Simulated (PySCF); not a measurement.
Species: CH10GeOSi2.
Structure used (PBE0-D3(BJ)/def2-SVP), in Å, numbered top down from 1:
```
atom  x, y, z in Å
C1    -3.2560   -0.3023    0.1439
O2    -1.9291   -0.7146   -0.0373
Si3   -0.6321    0.3337    0.0214
Si4    1.3159   -0.9069   -0.3326
Ge5    3.1872    0.5686   -0.4521
H6    -3.4213    0.1315    1.1478
H7    -3.5638    0.4495   -0.6070
H8    -3.9154   -1.1771    0.0382
H9    -0.5763    1.0296    1.3506
H10   -0.7709    1.4001   -1.0258
H11    1.5198   -1.8764    0.7887
H12    1.2075   -1.6672   -1.6165
H13    3.3311    1.3619    0.8605
H14    4.4883   -0.2192   -0.6920
H15    3.0014    1.5717   -1.6063
```

The computed photoelectron lines, unassigned: C 1s: 292.34 eV; O 1s: 537.92 eV; Si 1s: 1845.89 (area 1), 1846.72 (area 1) eV; Si 2p3/2: 106.21 (area 1), 106.88 (area 1) eV.

Method used: delta-SCF UKS SCAN, pcX-2 on the ionised atom, pcseg-1 elsewhere, spin-free X2C (PySCF). The structure is a single PBE0-D3(BJ)/def2-SVP conformer in the gas phase; no vibrational or solvent corrections.

(1) Which silicon gives which Si 1s line?

(2) Assign the Si 2p3/2 lines to atoms.

Results:

(1) 1845.89 eV: Si4 (SiH2 silicon); 1846.72 eV: Si3 (oxygen-bound silicon). The listed Si 1s values span 0.83 eV, from Si4 (bonded to 2 H, Ge and Si) to Si3 (bonded to O, 2 H and Si).

(2) 106.21 eV: Si4 (SiH2 silicon); 106.88 eV: Si3 (oxygen-bound silicon). Lowest listed Si 2p3/2: Si4, bonded to 2 H, Ge and Si. Highest, 0.67 eV above it: Si3, bonded to O, 2 H and Si.

Bonded neighbours of each site: C1: O and 3 H; O2: C and Si; Si3: O, 2 H and Si; Si4: 2 H, Ge and Si.

Problem. Which photon wavelength matches the O 1s of O2 (atom 2) threshold?

Solution. λ = hc/E = 12398.42 eV Å / 537.92 eV = 23.049 Å.

The 2p values aren't plain energy differences: one relaxed spin-free 2p hole is combined with a matrix within the shell (ground-state 2p orbital-energy differences and spin–orbit coupling). 2p3/2, the mean of its two sublevels, lies a third of the splitting below the shell's mean and 2p1/2 two thirds above it; the statistical areas are 2:1. 2p1/2 minus 2p3/2 (ligand field included): Si 0.62 eV. No level of germanium is listed.
